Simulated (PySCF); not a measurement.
Atoms are numbered as in `[F:1][CH:2]([F:3])[CH:4]1[CH2:5][CH2:6][CH2:7][CH2:8][CH2:9]1`. Each H is labelled by its parent atom. Ha(C5), Ha(C6), Ha(C7), Ha(C8), Ha(C9) are cis to C2 on the ring; Hb(C5), Hb(C6), Hb(C7), Hb(C8), Hb(C9) are trans to C2 on the ring.

PySCF 2.14.0 with density-fitted response routines calculation with GFN2-xTB geometry and PBE0/pcSseg-1 with gauge-including orbitals; rapidly exchanging positions averaged, single conformer, in vacuum, no relativistic terms.

Shifts are taken against calculated references (same method and geometry level): TMS for $^{13}$C and $^{1}$H; CFCl3 for $^{19}$F.

| atoms | nucleus | count | δ (ppm) |
| --- | --- | --- | --- |
| H(C2) | $^{1}$H | 1 | 6.03 |
| Hb(C7) | $^{1}$H | 1 | ? |
| C2 | $^{13}$C | 1 | 124.8 |
| Ha(C7) | $^{1}$H | 1 | 1.15 |
| Ha(C5)/Ha(C9) | $^{1}$H | 2 | ? |
| F1/F3 | $^{19}$F | 2 | ? |
| Ha(C6)/Ha(C8) | $^{1}$H | 2 | ? |
| C6/C8 | $^{13}$C | 2 | 29.5 |
| C5/C9 | $^{13}$C | 2 | 28.2 |
| C7 | $^{13}$C | 1 | 30.2 |
| Hb(C5)/Hb(C9) | $^{1}$H | 2 | 1.80 |
| C4 | $^{13}$C | 1 | 46.5 |
| H(C4) | $^{1}$H | 1 | 1.44 |
| Hb(C6)/Hb(C8) | $^{1}$H | 2 | 1.18 |

Estimate the values marked ?.

Results:


- Ha(C6)/Ha(C8): 1.88 ppm, hydrogen on an sp3 CH2 in a ring; far from electronegative atoms and π systems
- Hb(C7): 1.74 ppm, hydrogen on an sp3 CH2 in a ring; far from electronegative atoms and π systems
- Ha(C5)/Ha(C9): 1.26 ppm, hydrogen on an sp3 CH2 in a ring; far from electronegative atoms and π systems
- F1/F3: -150.3 ppm, fluorine of a CF2 group

Shifts are as computed. Against solution values, carbons near 30 ppm lie about +3 ppm off and those near 130 ppm about +5 ppm. Of 1211 compounds with measured shifts, 218 miss one by over three times the rms of a fit or turn the order of signals round; such compounds aren't used in these exercises. Unscaled 19F shifts against computed CFCl3 carry errors that often reach 10 to 50 ppm.
